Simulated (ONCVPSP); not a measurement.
How hard is this Al (Z = 13) ONCV potential?

```
Element                 : aluminium (Al)
Generator               : ONCVPSP 4.0.1
Type                    : optimised norm-conserving Vanderbilt (ONCV)
Functional              : LDA (Perdew-Zunger)
Relativity              : scalar-relativistic
Frozen core             : [He]
Valence charge          : 11
Reference configuration : 2s2 2p6 3s2 3p0.75 (charge +0.25)
Partial waves           : 2s+3s: rc 1.20 bohr, ncon 3, nbas 8, qcut 11.6 1/bohr, 2 projectors; 2p+3p: rc 1.20 bohr, ncon 4, nbas 8, qcut 13.1 1/bohr, 2 projectors
Local potential         : polynomial inside 1.20 bohr (lpopt 5, dvloc0 0 Ha)
Core correction         : Teter function, fcfact 1.75, rcfact 1.8
```

Problem. For each optimised wave give the share of its norm inside rc, the residual kinetic energy above qcut (Ha) and the cutoffs (Ha) for errors of 10, 1, 0.1 and 0.01 mHa per electron.

Solution.

```csv
wave,norm inside rc,residual KE,10 mHa,1 mHa,0.1 mHa,0.01 mHa
2s,0.961,4.3e-09,20.2,27.2,33.4,38.4
3s,0.055,8.9e-09,13.6,19.9,25.2,31.4
2p,0.949,3.0e-07,51.3,62.1,70.3,77.0
3p,0.028,1.9e-07,38.0,52.8,64.7,73.6
```

The occupied waves need 62 Ha and 70 Ha for 1 and 0.1 mHa.
